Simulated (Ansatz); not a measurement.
System: arsenic atom, As (charge 0, quartet).

Wanted: ionisation energy to the triplet, in eV. Conventions: no spin-orbit coupling; open shells spin-unrestricted; each state is the SCF solution reached for its charge and spin; non-relativistic.

```
species            coefficient  E at B3LYP/STO-3G (Ansatz), Eh  E at PBE0/def2-TZVPD (Ansatz), Eh
-----------------  -----------  ------------------------------  ---------------------------------
charge 1, triplet           +1                     -2210.19884                        -2235.17293
charge 0, quartet           -1                     -2210.47120                        -2235.53925
```

Measured values: NIST ASD by pymatgen's periodic table; they hold spin-orbit and core effects.  Value to compare with, the measured value: 9.79 eV. 1 Eh = 27.2114 eV.

### Question
Work the quantity out at each level, and compare with the measured value.

### Answer

- B3LYP/STO-3G: the sum of coefficient times E is 0.27236 Eh, or 7.411 eV. Result: 7.41 eV. Its error against the measured value is -2.38 eV.
- PBE0/def2-TZVPD: the sum of coefficient times E is 0.36632 Eh, or 9.968 eV. Result: 9.97 eV. Its error against the measured value is 0.18 eV.

Ansatz is a quantum-chemistry and plane-wave program.
